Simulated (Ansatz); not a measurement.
Ansatz (a first-principles code) input (B3LYP-D3(BJ)/def2-TZVP):

Ansatz 0.2 input:
```yaml
crystal:
  periodic: [false, false, false]
  atoms:
    - {symbol: C, position_ang: [1.28908202, 0.05065326, -0.02399096]}
    - {symbol: C, position_ang: [0.04829639, -0.16914329, 0.32237893]}
    - {symbol: O, position_ang: [-1.03402321, 0.19774149, -0.43129402]}
    - {symbol: H, position_ang: [2.26967487, -0.13066286, 0.37328434]}
    - {symbol: H, position_ang: [-0.18180107, -0.67394422, 1.26367613]}
    - {symbol: H, position_ang: [-1.83995856, -0.06638461, 0.02306391]}
basis:
  gaussian:
    orbitals: def2-TZVP
hamiltonian:
  xc: b3lyp
  dispersion: d3bj
magnetization: {spin_polarized: true, initial_magnetization: 1}
phonons: {temperatures: {t_min: 298.15, t_max: 298.15, t_step: 100}}
```

Output:

```
Functional definition: B3LYP
integrals: 0.02 GiB planned
643 factors; their error is unknown
mean field: 0.35 GiB planned
mean field evaluation 1: about -4162.9422 eV, gradient 3.7e1 eV
mean field evaluation 2: about -4159.4285 eV, gradient 4.8e1 eV
mean field evaluation 4: about -4168.3913 eV, gradient 2.9e0 eV
mean field evaluation 8: about -4168.4322 eV, gradient 1.2e-1 eV
mean field evaluation 16: about -4168.4304 eV, gradient 2.2e-4 eV
mean field -4168.43040349 eV, -153.1869918647 hartree, gradient 2.5e-5 eV, S^2 0.759401; 0 other end points of the search recorded, 0 dependent functions left out
the calculation of the forces begins
reference -4168.43061649 eV, -153.1869996922 hartree; 12, 11 occupied and 99, 100 virtual orbitals, 643 factors
these checks for a lower state are left out or cut short: stability, starts, cluster_reference, orbital_swaps, neighbouring_geometries, increment
integrals: 0.02 GiB planned
643 factors; their error is unknown
mean field: 0.35 GiB planned
mean field -4168.43034454 eV, -153.1869896983 hartree, gradient 3.0e-6 eV, S^2 0.759452; 0 other end points of the search recorded, 0 dependent functions left out
the calculation of the forces begins
reference -4168.43055754 eV, -153.1869975259 hartree; 12, 11 occupied and 99, 100 virtual orbitals, 643 factors
these checks for a lower state are left out or cut short: stability, starts, cluster_reference, orbital_swaps, neighbouring_geometries, increment
integrals: 0.02 GiB planned
643 factors; their error is unknown
mean field: 0.35 GiB planned
mean field evaluation 32: about -4168.4303 eV, gradient 1.7e-4 eV
mean field -4168.43034380 eV, -153.1869896712 hartree, gradient 2.9e-6 eV, S^2 0.759349; 0 other end points of the search recorded, 0 dependent functions left out
the calculation of the forces begins
reference -4168.43055679 eV, -153.1869974984 hartree; 12, 11 occupied and 99, 100 virtual orbitals, 643 factors
these checks for a lower state are left out or cut short: stability, starts, cluster_reference, orbital_swaps, neighbouring_geometries, increment
integrals: 0.02 GiB planned
643 factors; their error is unknown
mean field: 0.35 GiB planned
mean field -4168.43027432 eV, -153.1869871178 hartree, gradient 3.1e-6 eV, S^2 0.759476; 0 other end points of the search recorded, 0 dependent functions left out
the calculation of the forces begins
reference -4168.43048729 eV, -153.1869949443 hartree; 12, 11 occupied and 99, 100 virtual orbitals, 643 factors
these checks for a lower state are left out or cut short: stability, starts, cluster_reference, orbital_swaps, neighbouring_geometries, increment
integrals: 0.02 GiB planned
643 factors; their error is unknown
mean field: 0.35 GiB planned
mean field -4168.43024446 eV, -153.1869860203 hartree, gradient 2.9e-6 eV, S^2 0.759326; 0 other end points of the search recorded, 0 dependent functions left out
the calculation of the forces begins
reference -4168.43045748 eV, -153.1869938487 hartree; 12, 11 occupied and 99, 100 virtual orbitals, 643 factors
these checks for a lower state are left out or cut short: stability, starts, cluster_reference, orbital_swaps, neighbouring_geometries, increment
integrals: 0.02 GiB planned
643 factors; their error is unknown
mean field: 0.35 GiB planned
mean field -4168.43023000 eV, -153.1869854892 hartree, gradient 2.9e-6 eV, S^2 0.759349; 0 other end points of the search recorded, 0 dependent functions left out
the calculation of the forces begins
reference -4168.43044313 eV, -153.1869933214 hartree; 12, 11 occupied and 99, 100 virtual orbitals, 643 factors
these checks for a lower state are left out or cut short: stability, starts, cluster_reference, orbital_swaps, neighbouring_geometries, increment
integrals: 0.02 GiB planned
[...]
mean field -4168.43028317 eV, -153.1869874431 hartree, gradient 2.9e-6 eV, S^2 0.759392; 0 other end points of the search recorded, 0 dependent functions left out
the calculation of the forces begins
reference -4168.43049617 eV, -153.1869952706 hartree; 12, 11 occupied and 99, 100 virtual orbitals, 643 factors
these checks for a lower state are left out or cut short: stability, starts, cluster_reference, orbital_swaps, neighbouring_geometries, increment
integrals: 0.02 GiB planned
643 factors; their error is unknown
mean field: 0.35 GiB planned
mean field -4168.43029384 eV, -153.1869878351 hartree, gradient 3.0e-6 eV, S^2 0.759397; 0 other end points of the search recorded, 0 dependent functions left out
the calculation of the forces begins
reference -4168.43050689 eV, -153.1869956644 hartree; 12, 11 occupied and 99, 100 virtual orbitals, 643 factors
these checks for a lower state are left out or cut short: stability, starts, cluster_reference, orbital_swaps, neighbouring_geometries, increment
integrals: 0.02 GiB planned
643 factors; their error is unknown
mean field: 0.35 GiB planned
mean field -4168.43031563 eV, -153.1869886358 hartree, gradient 3.0e-6 eV, S^2 0.759404; 0 other end points of the search recorded, 0 dependent functions left out
the calculation of the forces begins
reference -4168.43052857 eV, -153.1869964614 hartree; 12, 11 occupied and 99, 100 virtual orbitals, 643 factors
these checks for a lower state are left out or cut short: stability, starts, cluster_reference, orbital_swaps, neighbouring_geometries, increment
integrals: 0.02 GiB planned
643 factors; their error is unknown
mean field: 0.35 GiB planned
mean field -4168.43038236 eV, -153.1869910881 hartree, gradient 2.9e-6 eV, S^2 0.759396; 0 other end points of the search recorded, 0 dependent functions left out
the calculation of the forces begins
reference -4168.43059533 eV, -153.1869989147 hartree; 12, 11 occupied and 99, 100 virtual orbitals, 643 factors
these checks for a lower state are left out or cut short: stability, starts, cluster_reference, orbital_swaps, neighbouring_geometries, increment
integrals: 0.02 GiB planned
643 factors; their error is unknown
mean field: 0.35 GiB planned
mean field -4168.43038184 eV, -153.1869910689 hartree, gradient 2.9e-6 eV, S^2 0.759405; 0 other end points of the search recorded, 0 dependent functions left out
the calculation of the forces begins
reference -4168.43059486 eV, -153.1869988973 hartree; 12, 11 occupied and 99, 100 virtual orbitals, 643 factors
these checks for a lower state are left out or cut short: stability, starts, cluster_reference, orbital_swaps, neighbouring_geometries, increment
integrals: 0.02 GiB planned
643 factors; their error is unknown
mean field: 0.35 GiB planned
mean field evaluation 128: about -4168.4331 eV, gradient 1.8e-4 eV
mean field -4168.43036357 eV, -153.1869903976 hartree, gradient 3.0e-6 eV, S^2 0.759401; 0 other end points of the search recorded, 0 dependent functions left out
the calculation of the forces begins
reference -4168.43057660 eV, -153.1869982261 hartree; 12, 11 occupied and 99, 100 virtual orbitals, 643 factors
these checks for a lower state are left out or cut short: stability, starts, cluster_reference, orbital_swaps, neighbouring_geometries, increment
integrals: 0.02 GiB planned
643 factors; their error is unknown
mean field: 0.35 GiB planned
mean field -4168.43034053 eV, -153.1869895509 hartree, gradient 3.0e-6 eV, S^2 0.759400; 0 other end points of the search recorded, 0 dependent functions left out
the calculation of the forces begins
reference -4168.43055350 eV, -153.1869973772 hartree; 12, 11 occupied and 99, 100 virtual orbitals, 643 factors
these checks for a lower state are left out or cut short: stability, starts, cluster_reference, orbital_swaps, neighbouring_geometries, increment
integrals: 0.02 GiB planned
643 factors; their error is unknown
mean field: 0.35 GiB planned
mean field -4168.43029981 eV, -153.1869880546 hartree, gradient 2.9e-6 eV, S^2 0.759396; 0 other end points of the search recorded, 0 dependent functions left out
the calculation of the forces begins
reference -4168.43051273 eV, -153.1869958793 hartree; 12, 11 occupied and 99, 100 virtual orbitals, 643 factors
these checks for a lower state are left out or cut short: stability, starts, cluster_reference, orbital_swaps, neighbouring_geometries, increment
integrals: 0.02 GiB planned
643 factors; their error is unknown
mean field: 0.35 GiB planned
mean field -4168.43031406 eV, -153.1869885780 hartree, gradient 2.9e-6 eV, S^2 0.759405; 0 other end points of the search recorded, 0 dependent functions left out
the calculation of the forces begins
reference -4168.43052712 eV, -153.1869964081 hartree; 12, 11 occupied and 99, 100 virtual orbitals, 643 factors
these checks for a lower state are left out or cut short: stability, starts, cluster_reference, orbital_swaps, neighbouring_geometries, increment
integrals: 0.02 GiB planned
643 factors; their error is unknown
mean field: 0.35 GiB planned
mean field evaluation 160: about -4168.4304 eV, gradient 1.7e-4 eV
mean field -4168.43038792 eV, -153.1869912924 hartree, gradient 3.0e-6 eV, S^2 0.759397; 0 other end points of the search recorded, 0 dependent functions left out
the calculation of the forces begins
reference -4168.43060090 eV, -153.1869991193 hartree; 12, 11 occupied and 99, 100 virtual orbitals, 643 factors
these checks for a lower state are left out or cut short: stability, starts, cluster_reference, orbital_swaps, neighbouring_geometries, increment
integrals: 0.02 GiB planned
643 factors; their error is unknown
mean field: 0.35 GiB planned
mean field -4168.43039258 eV, -153.1869914636 hartree, gradient 3.0e-6 eV, S^2 0.759405; 0 other end points of the search recorded, 0 dependent functions left out
the calculation of the forces begins
reference -4168.43060559 eV, -153.1869992915 hartree; 12, 11 occupied and 99, 100 virtual orbitals, 643 factors
these checks for a lower state are left out or cut short: stability, starts, cluster_reference, orbital_swaps, neighbouring_geometries, increment
integrals: 0.02 GiB planned
643 factors; their error is unknown
mean field: 0.35 GiB planned
mean field -4168.43034806 eV, -153.1869898278 hartree, gradient 2.9e-6 eV, S^2 0.759401; 0 other end points of the search recorded, 0 dependent functions left out
the calculation of the forces begins
reference -4168.43056102 eV, -153.1869976539 hartree; 12, 11 occupied and 99, 100 virtual orbitals, 643 factors
these checks for a lower state are left out or cut short: stability, starts, cluster_reference, orbital_swaps, neighbouring_geometries, increment
integrals: 0.02 GiB planned
643 factors; their error is unknown
mean field: 0.35 GiB planned
mean field -4168.43034508 eV, -153.1869897181 hartree, gradient 2.9e-6 eV, S^2 0.759401; 0 other end points of the search recorded, 0 dependent functions left out
the calculation of the forces begins
reference -4168.43055811 eV, -153.1869975468 hartree; 12, 11 occupied and 99, 100 virtual orbitals, 643 factors
these checks for a lower state are left out or cut short: stability, starts, cluster_reference, orbital_swaps, neighbouring_geometries, increment
integrals: 0.02 GiB planned
643 factors; their error is unknown
mean field: 0.35 GiB planned
mean field evaluation 192: about -4168.4303 eV, gradient 2.8e-6 eV
mean field -4168.43033135 eV, -153.1869892134 hartree, gradient 2.9e-6 eV, S^2 0.759401; 0 other end points of the search recorded, 0 dependent functions left out
the calculation of the forces begins
reference -4168.43054428 eV, -153.1869970386 hartree; 12, 11 occupied and 99, 100 virtual orbitals, 643 factors
these checks for a lower state are left out or cut short: stability, starts, cluster_reference, orbital_swaps, neighbouring_geometries, increment
integrals: 0.02 GiB planned
643 factors; their error is unknown
mean field: 0.35 GiB planned
mean field -4168.43035515 eV, -153.1869900881 hartree, gradient 2.9e-6 eV, S^2 0.759400; 0 other end points of the search recorded, 0 dependent functions left out
the calculation of the forces begins
reference -4168.43056821 eV, -153.1869979179 hartree; 12, 11 occupied and 99, 100 virtual orbitals, 643 factors
Total energy: -4168.55051910 eV, -153.1914060319 hartree
Atom 0 at     1.289082     0.050653    -0.023991 Å, force    -0.000789    -0.000129     0.000199 eV/Å
Atom 1 at     0.048296    -0.169143     0.322379 Å, force     0.000843     0.000073    -0.000091 eV/Å
Atom 2 at    -1.034023     0.197741    -0.431294 Å, force    -0.000189     0.000181    -0.000352 eV/Å
Atom 3 at     2.269675    -0.130663     0.373284 Å, force     0.000027    -0.000003     0.000007 eV/Å
Atom 4 at    -0.181801    -0.673944     1.263676 Å, force     0.000069    -0.000085     0.000165 eV/Å
Atom 5 at    -1.839959    -0.066385     0.023064 Å, force     0.000038    -0.000037     0.000072 eV/Å
Dipole moment:    -0.217196    -0.218666     0.401203 e Å
Vibrations: 266.67 487.89 586.23 763.66 809.57 1110.48 1260.03 1317.33 1707.77 3051.96 3306.18 3825.46 cm⁻¹, zero-point energy 1.146434 eV
```

It need not be the lowest isomer of its formula.
